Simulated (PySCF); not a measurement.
Species: C₄H₁₃FSi₄.
SMILES with atom numbers: `[CH2:1]=[C:2]([CH3:3])[Si@@:4]1([F:5])[SiH2:6][SiH2:7][Si@@H:8]1[CH3:9]`

Probes without a nucleus sit at each ring's centroid and 1 Å off its mean plane on both sides; NICS is minus the shielding there, NICSzz its component along the normal. Level: GIAO PBE0/pcSseg-1 (PySCF, non-relativistic, gas phase) on the GFN2-xTB geometry, one conformer.

Ring bond lengths (Å), with Mayer bond orders in brackets: Si4–Si6 2.361 (0.83), Si6–Si7 2.360 (0.86), Si7–Si8 2.371 (0.86), Si8–Si4 2.373 (0.83).

Q: Give the NICS values of each ring in ppm.

A: 
```
           ring                                                type  NICS(0)  NICS(1), two faces  NICS(1)zz, two faces  rms pucker (Å)  centre to ring atoms, mean (Å)
Si4–Si6–Si7–Si8  4-membered ring with 4 Si; formal bonds all single      3.0          0.2 / -1.3             6.0 / 2.7            0.04                            1.67
```

Q: What can be read from them?

A: 
- Si4–Si6–Si7–Si8: mean NICS(1)zz 4.3 ppm, deshielded. Si4, Si6, Si7, Si8 have four or more neighbours, so the value isn't read as a sign of a π ring current. The two faces differ by 3.3 ppm, so no symmetry operation interchanges them.

Q: What is the mean of the two in-plane components of NICS at the first NICS(1) probe listed for ring Si4–Si6–Si7–Si8, 1 Å off the ring?

A: The isotropic value is a third of the trace: (3 × 0.2 − (6.0))/2 = -2.7 ppm.

Q: What are the shieldings of the ring atoms and their hydrogens in the same run (means over atoms taken as equivalent)?

A: 
```csv
atoms,environment,σ isotropic (ppm)
Si4,fluorine-bound silicon,292.0
Si6,SiH2 silicon,440.7
Si7,SiH2 silicon,466.0
Si8,SiH silicon,387.2
H on Si6,Si–H hydrogen,27.64
H on Si6,Si–H hydrogen,27.37
H on Si7,Si–H hydrogen,27.94
H on Si7,Si–H hydrogen,28.02
H on Si8,Si–H hydrogen,26.85
```

Conformer computed: `[CH2:1]=[C:2]([CH3:3])[Si@@:4]1([F:5])[SiH2:6][SiH2:7][Si@@H:8]1[CH3:9]`: C1–C2–Si4–F5 -3°.
